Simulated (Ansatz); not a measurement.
Saddle point of SnSiH$_{7}$Cl, closed shell (SnSiH₆ ([SiH3][SnH3]) + HCl → SnH₃Cl ([Cl][SnH3]) + SiH₄; bonds formed: Sn1–Cl7, Si2–H6; bonds broken: Sn1–Si2, H6–Cl7), PBE0-D4/def2-TZVP structure:

```xyz
10
angstrom
Sn -0.7684 1.0555 -0.5520
Si 0.4726 -1.3582 0.3322
H 0.0081 1.8841 -1.8039
H -1.7350 1.8742 0.5671
H -1.6946 -0.2386 -1.2376
H 0.7799 0.3550 0.5820
Cl 1.4019 1.8870 1.0517
H 1.6391 -1.6888 1.1885
H 0.6739 -1.8692 -1.0462
H -0.7776 -1.9011 0.9182
```

Energies are electronic, without zero-point energy. Barriers and step energies count from the start structure reached by relaxing down the imaginary mode; all methods use the PBE0-D4 structures, on which another method's saddle can fall below an end. Program: Ansatz 0.2.0. Basis: def2-TZVPP, with def2-QZVPP for the basis limit. Cores are frozen in the correlated methods. Filled d shells of the heavier atoms are correlated. Core potentials replace the inner electrons of the atoms past krypton. The def2 sets are not built for correlating such inner shells, so the correlated values are less sure here. B3LYP uses VWN-RPA correlation. Extrapolation: Hartree–Fock as exp(−7.88 √X), correlation as X^−2.97.

| method | barrier (kJ/mol) | step energy (kJ/mol) |
| --- | --- | --- |
| SPW92 | 108.7 | -38.0 |
| PBE-D4 | 124.1 | -48.7 |
| BLYP-D4 | ? | -60.3 |
| r2SCAN-D4 | 132.5 | -59.7 |
| B97M-V | ? | -66.2 |
| PBE0-D4 | 142.8 | -53.1 |
| B3LYP-D4 | 147.9 | -62.7 |
| r2SCAN0-D4 | 147.7 | -60.3 |
| BHLYP-D4 | ? | -69.1 |
| CAM-B3LYP-D4 | 161.7 | -65.2 |
| wB97X-V | 163.6 | -64.6 |
| wB97M-V | 159.5 | -63.1 |
| B2PLYP | 159.4 | -65.6 |
| PBE-QIDH | 159.1 | -59.0 |
| RPA on PBE | 168.3 | -60.2 |
| HF | 208.5 | -90.0 |
| MP2 | 165.8 | -60.4 |
| CCSD | 180.3 | -60.6 |
| CCSD(T) | 169.9 | -57.9 |

Question: Fill in the withheld barriers. (Judge from chemistry; the value comes from the calculation.)

Answer: By the calculation: BHLYP-D4 166.9; BLYP-D4 132.9; B97M-V 143.4 kJ/mol. Each is the energy of the saddle less that of the start structure, by the same method.

For comparison, the barrier by CCSD(T) at an estimated basis limit (MP2 extrapolated from triple and quadruple zeta, plus CCSD(T) − MP2 in triple zeta) is 154.4 kJ/mol.

No T1 diagnostic of these runs exceeds 0.015. The end structure is not quite a true minimum (one mode of 36i cm⁻¹).

Labels in which every atom is bracketed show which atoms are joined, not bond orders.

For scale, one of the runs: CCSD(T)/def2-TZVPP, 232 basis functions, launched by `ansatz run in.yaml --threads 4 --pin off --events-out ev --progress --plain --max-ram 9574MiB`. Time: 96 s of wall clock on 4 CPU threads of an Arm Neoverse V2; the host was shared. Peak host memory: 4.1 GiB.
